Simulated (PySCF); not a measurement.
LiSn⁺: one state, many levels of theory

State: ³Π (triplet), unpaired electrons σ ↑, π ↑. Set-up: PySCF, scalar-relativistic core potentials, basis sets Li def2-SVP, Sn def2-SVP with ECP28. De refers to Li⁺ + Sn in their high-spin ground configurations, without counterpoise correction. The functionals are run spin-unrestricted. A positive dipole points towards Sn; it is taken about the centre of mass and depends on that origin.

```json
{"Level": "UHF", "Re (Å)": "3.073", "ωe (cm⁻¹)": "205", "De (eV)": "0.72", "μ (D)": "-10.17", "CPU s a point (SCF and correlation, without the integrals)": "0.063"}
{"Level": "UHF-MP2", "Re (Å)": "3.061", "ωe (cm⁻¹)": "207", "De (eV)": "0.72", "μ (D)": "n/a", "CPU s a point (SCF and correlation, without the integrals)": "0.099"}
{"Level": "UHF-SCS-MP2", "Re (Å)": "3.068", "ωe (cm⁻¹)": "206", "De (eV)": "0.71", "μ (D)": "n/a", "CPU s a point (SCF and correlation, without the integrals)": "n/a"}
{"Level": "UHF-CCSD", "Re (Å)": "3.065", "ωe (cm⁻¹)": "206", "De (eV)": "0.72", "μ (D)": "n/a", "CPU s a point (SCF and correlation, without the integrals)": "n/a"}
{"Level": "UHF-CCSD(T)", "Re (Å)": "3.064", "ωe (cm⁻¹)": "207", "De (eV)": "0.72", "μ (D)": "n/a", "CPU s a point (SCF and correlation, without the integrals)": "1.3"}
{"Level": "PBE", "Re (Å)": "3.035", "ωe (cm⁻¹)": "201", "De (eV)": "0.86", "μ (D)": "-9.49", "CPU s a point (SCF and correlation, without the integrals)": "0.35"}
{"Level": "BLYP", "Re (Å)": "3.056", "ωe (cm⁻¹)": "196", "De (eV)": "0.87", "μ (D)": "-9.51", "CPU s a point (SCF and correlation, without the integrals)": "0.27"}
{"Level": "r²SCAN", "Re (Å)": "3.050", "ωe (cm⁻¹)": "202", "De (eV)": "0.74", "μ (D)": "-9.90", "CPU s a point (SCF and correlation, without the integrals)": "0.52"}
{"Level": "TPSSh", "Re (Å)": "3.022", "ωe (cm⁻¹)": "207", "De (eV)": "0.83", "μ (D)": "-9.63", "CPU s a point (SCF and correlation, without the integrals)": "0.6"}
{"Level": "PBE0", "Re (Å)": "3.012", "ωe (cm⁻¹)": "209", "De (eV)": "0.82", "μ (D)": "-9.61", "CPU s a point (SCF and correlation, without the integrals)": "0.6"}
{"Level": "B2PLYP", "Re (Å)": "3.021", "ωe (cm⁻¹)": "210", "De (eV)": "0.80", "μ (D)": "-9.75", "CPU s a point (SCF and correlation, without the integrals)": "0.36"}
```

(1) Which functional lies closest to UHF-CCSD(T) in De, which farthest, and by how much do they differ from it?

(2) What does a quarter of exact exchange do here, going from PBE to PBE0?

(3) What does second-order correlation do here, going from UHF to UHF-MP2?

Correlated steps freeze 4 core orbitals. Correlated levels converge slowly with the basis: in double zeta they bind strong bonds too weakly, by up to about 1 eV, and carry superposition errors of some tenths. These are scalar-relativistic numbers at best; spin–orbit coupling would shift them, the dissociation energy most. For an ion De counts to the pair picked by the measured ionisation energies or electron affinities, which need not be the lowest pair at this level. B2PLYP dipoles, levels and charges come from its SCF part alone. The state is the lowest determinant that a PBE0 search found; another state may lie lower at other levels.

The whole job (state search and all levels along the bond) took about 1.1 min on 1 thread of Intel Xeon Platinum 8488C (shared host), peak memory 0.42 GiB.

Results:

(1) Closest is r²SCAN (-1.4 pm in Re, -2.4 % in ωe, +0.02 eV in De against UHF-CCSD(T) in the same basis), farthest BLYP (-0.8 pm in Re, -5.3 % in ωe, +0.15 eV in De). CCSD(T) converges more slowly with the basis than the functionals do and binds too weakly in this one, so the order can change at the basis-set limit.

(2) PBE0 less PBE: -2.3 pm in Re, +4.0 % in ωe, -0.04 eV in De. Exact exchange removes part of the self-interaction that spreads semilocal densities, and in most molecules shortens and stiffens the bond and lowers De; so it does here.

(3) UHF-MP2 less UHF: -1.2 pm in Re, +1.0 % in ωe, +0.00 eV in De. The bond shortens, as in weak, metallic or heavy-atom bonds, where dispersion and the correlation of outer-core electrons pull the atoms together.
